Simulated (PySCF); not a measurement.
CH4Al (SMILES [CH3][AlH+]), charge +1, singlet, at a GFN2-xTB geometry (such geometries of metal compounds can be far from the true shape).

Here is a job for PySCF.
```python
from pyscf import gto, scf, dft

mol = gto.Mole()
mol.atom = '''
    Al   -0.40372811   -0.55969075   -0.27304843
    C     0.65342966    0.90115300    0.44330368
    H     0.44037702    1.04689505    1.51606011
    H     0.41166302    1.83511119   -0.09217770
    H     1.73122440    0.69743419    0.32373916
    H    -1.25537700   -1.71037874   -0.85781407
'''
mol.basis = 'def2-svp'
mol.charge = 1
mol.verbose = 4
mol.build()

mf = dft.RKS(mol)
mf.xc = 'm06l'
mf.kernel()
mf.analyze()
```

Q: What is the computed number of basis functions (M06L/def2-SVP (PySCF))?

A: 52

Q: What total energy does M06L/def2-SVP give?

A: -7687.9408 eV

Q: What HOMO energy does M06L/def2-SVP give?

A: -13.91 eV

Q: Predict the HOMO-LUMO gap from M06L/def2-SVP.

A: 6.14 eV
